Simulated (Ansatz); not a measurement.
Isolated molecules relaxed with PBE0-D4/def2-TZVP in Ansatz; ΔE leaves out vibrations. CCSD(T)/CBS adds triple-zeta CCSD(T) − MP2 to the extrapolated MP2 energy (def2 sets, frozen cores). This one scheme is used for every species. Functionals use def2-TZVPP. Elements past krypton have def2 core potentials. For Sn outer-core shells are correlated without core-valence functions, which leaves a few kJ/mol of doubt a bond. Each species was taken in one conformer, which may not be the lowest.

`[SiH3]O[SiH](Cl)Cl` + `[OH][SnH]([F])[F]` → `[F][SnH]([F])[O][SiH3]` + `O[SiH](Cl)Cl`  (ligand exchange at the Si–O bond)

Problem. Is it downhill or uphill in electronic energy at CCSD(T)/CBS, and by how much? (Best estimate.)

Solution. Ansatz gave: Uphill: ΔE = +0.04 eV.

Problem. What do these levels give: PBE-D4, BHLYP-D4, B2PLYP, revPBE, r2SCAN, r2SCAN0, LC-ωPBE, HF/def2-SVP, CCSD/def2-SVP, CCSD(T)/def2-SVP, HF/def2-TZVPP, SCS-MP2/def2-QZVPP? (An estimate is asked.)

Solution. The calculation gave: PBE-D4 0.07, BHLYP-D4 0.07, B2PLYP 0.05, revPBE 0.05, r2SCAN 0.05, r2SCAN0 0.04, LC-ωPBE 0.04, HF/def2-SVP 0.00, CCSD/def2-SVP 0.00, CCSD(T)/def2-SVP 0.00, HF/def2-TZVPP 0.03, SCS-MP2/def2-QZVPP 0.05 eV.

Largest T1 diagnostic among the species: 0.015.

At CCSD(T), def2-SVP lies −0.04 eV from the extrapolated value and def2-TZVPP +0.01 eV. Leaving LDA and LC-ωPBE aside and taking each functional with its dispersion term where it has one, the values, not all of them listed here, spread over 0.06 eV, from PBE-QIDH to BLYP-D4.
